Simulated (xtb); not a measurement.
xtb input:

```bash
xtb mol.xyz --gfn 1 --sp --chrg 0 --uhf 0
```
mol.xyz:
```
8

B      0.00144604     0.01559745     0.00559125
F      0.11929456     1.28674615     0.46126244
N      1.19069662    -0.70369404    -0.24118337
N     -1.30154180    -0.49191464    -0.18740884
H      1.22007218    -1.64802679    -0.57866949
H      2.09293198    -0.29117585    -0.08569098
H     -2.11378102     0.06629200     0.00507642
H     -1.50418812    -1.41653120    -0.51988868
```

Which total energy does the run end on?

-15.23568 Eh (GFN1-xTB).
